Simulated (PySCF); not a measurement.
**C₆ coefficients of unlike pairs at PBE0**

Calculated with PySCF 2.14 from the dipole response of each species, C₆(A,B) = (3/π) ∫ α_A(iu) α_B(iu) du, in atomic units, from isotropic polarisabilities. For ions this is the dispersion term alone; charge-induced terms of lower order in 1/R come first.

| species | configuration | basis | relativity | α (bohr³) | C₆ (like pair) |
| --- | --- | --- | --- | --- | --- |
| Zn³⁺ | [Ar] 3d9 (2D) | aug-cc-pVDZ-DK (7s6p4d2f) | spin-free X2C | 1.464 | 3.279 |
| Xe²⁺ | [Kr] 4d10 5s2 5p4 (3P) | aug-cc-pwCVTZ-PP with ECP28MDF (8s7p6d4f1g) | core potential | 12.76 | 91.65 |
| Al³⁺ | [Ne] (1S) | aug-cc-pCVQZ-DK (10s9p7d5f3g) | spin-free X2C | 0.2726 | 0.2523 |
| Ba⁺ | [Xe] 6s1 (2S) | x2c-TZVPPall with one added diffuse shell each of s, p, d type (12s8p7d2f1g) | spin-free X2C | 144.0 | 1625 |

Problem. Estimate C₆ for Xe²⁺ with Zn³⁺.

Solution. The integral gives 15.55. The combination rule 2 C_A C_B / (C_A α_B/α_A + C_B α_A/α_B) gives 15.38 and the geometric mean 17.34.

No spin-orbit coupling is included.

The other pairs:

```
      pair      C₆
 Ba⁺, Al³⁺   8.235
Al³⁺, Xe²⁺   3.600
Al³⁺, Zn³⁺  0.8712
 Ba⁺, Xe²⁺   288.0
 Ba⁺, Zn³⁺   39.68
```
